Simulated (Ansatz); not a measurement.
Geometry optimisation, RKS B3LYP-D4/6-31G* (Ansatz 0.2.0).

input.yaml

```yaml
crystal:
  periodic: [false, false, false]
  atoms:
    - { symbol: Al, position_ang: [-0.64514, 0.711876, -0.495085] }
    - { symbol: C, position_ang: [1.838804, -0.489596, 1.258189] }
    - { symbol: C, position_ang: [0.001431, -0.195229, -2.098275] }
    - { symbol: C, position_ang: [-2.095369, 0.187692, 0.702003] }
    - { symbol: H, position_ang: [1.592121, 0.53362, 0.991733] }
    - { symbol: Cl, position_ang: [0.332162, 2.626345, -0.000841] }
    - { symbol: H, position_ang: [2.471672, -0.470896, 2.155532] }
    - { symbol: H, position_ang: [2.384499, -0.966303, 0.439266] }
    - { symbol: H, position_ang: [0.932611, -1.068665, 1.482288] }
    - { symbol: H, position_ang: [0.124437, -1.270874, -1.922118] }
    - { symbol: H, position_ang: [-0.712847, -0.087283, -2.924721] }
    - { symbol: H, position_ang: [0.961617, 0.20865, -2.437802] }
    - { symbol: H, position_ang: [-2.972797, 0.830312, 0.553598] }
    - { symbol: H, position_ang: [-1.799799, 0.299634, 1.752323] }
    - { symbol: H, position_ang: [-2.413404, -0.849283, 0.54401] }
basis:
  gaussian: { orbitals: "6-31G*" }
hamiltonian:
  xc: b3lyp
  dispersion: d4
relax:
  f_tol: 0.03
  max_steps: 50
```

Launched with:

```bash
$ ansatz run input.yaml --threads 2 --pin off --max-ram 3072MiB --backend cpu --events-out ev --progress --plain --runs-dir out
```

Problem. Where does it end, and by what steps?

Solution. It converged. The force dipped under the threshold on the way, but the program's further checks kept it going. After 12 steps the energy has fallen by 0.079 eV; H8 moved furthest, 0.46 Å.

```tsv
step	energy less start (eV)	largest force component (eV/Å)	accepted
0	0.0000	0.645	yes
1	-0.0498	0.322	yes
2	-0.0605	0.260	yes
3	-0.0675	0.136	yes
4	-0.0735	0.079	yes
5	-0.0753	0.052	yes
6	-0.0763	0.027	yes
7	-0.0768	0.070	yes
8	-0.0773	0.046	yes
9	-0.0780	0.012	yes
10	-0.0783	0.027	yes
11	-0.0784	0.057	yes
12	-0.0785	0.029	yes
```

```xyz
15
Properties=species:S:1:pos:R:3
Al -0.618 0.771 -0.503
C 1.739 -0.504 1.240
C 0.066 -0.186 -2.063
C -1.986 0.158 0.751
H 1.782 0.588 1.194
Cl 0.055 2.787 -0.251
H 2.486 -0.852 1.959
H 1.961 -0.931 0.258
H 0.751 -0.834 1.579
H 0.018 -1.275 -1.934
H -0.528 0.060 -2.956
H 1.104 0.088 -2.287
H -2.968 0.570 0.478
H -1.778 0.495 1.773
H -2.084 -0.934 0.762
```

Time of the run: 50 s on 2 threads of Arm Neoverse V1, on a shared host, peak memory 0.24 GiB.
